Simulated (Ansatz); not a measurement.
`C#[C][In]([Cl])[Cl]` + H–F → `C#[C][In]([F])[Cl]` + HCl at 298.15 K and 1 bar (ligand exchange at the In–Cl bond).

Gas-phase electronic energies from Ansatz, PBE0-D4/def2-TZVP geometries. CBS: MP2 limit from def2 TZ/QZ plus the TZ coupled-cluster correction, frozen cores. This one scheme is used for every species. Elements past krypton have def2 core potentials. For In outer-core shells are correlated without core-valence functions, which leaves a few kJ/mol of doubt a bond.

```csv
species,CCSD(T)/CBS energy (Eh),H − E (kJ/mol),S (J/(mol·K))
`C#[C][In]([Cl])[Cl]`,-1186.11436,75.4,370.5
H–F,-100.39570,33.5,173.6
`C#[C][In]([F])[Cl]`,-826.10583,76.4,365.4
HCl,-460.38127,26.6,186.8
```

H − E and S are ideal-gas, rigid-rotor, harmonic terms from PBE0-D4/def2-TZVP. 1 Eh = 2625.50 kJ/mol, R = 8.31446 J/(mol·K).

**Question.** By hand: ΔE, ΔH, ΔS and ΔG.

**Answer.** ΔE = (-826.10583) + (-460.38127) − (-1186.11436) − (-100.39570) = 0.02296 Eh = 60.3 kJ/mol. Δ(H − E) = 76.4 + 26.6 − 75.4 − 33.5 = -5.9, so ΔH = 54.4 kJ/mol. ΔS = 365.4 + 186.8 − 370.5 − 173.6 = 8.1 J/(mol·K). ΔG = 54.4 − 298.15 × (8.1)/1000 = 52.0 kJ/mol.

**Question.** By hand: the equilibrium constant, and the temperature at which ΔG would vanish if ΔH and ΔS stayed fixed.

**Answer.** log₁₀ K = −ΔG/(RT ln 10) = -9.1. ΔG = 0 at ΔH/ΔS = 6716 K, far beyond where these terms or the molecules hold.

The number of gas molecules stays the same, so ΔS is small and ΔH decides. A doubt of 5 kJ/mol in ΔE shifts log₁₀ K by 0.9 here. These are equilibria of isolated gas molecules and say nothing of rates. Largest T1 diagnostic: 0.015 (customary marks: 0.02 for closed shells, 0.045 for open ones).
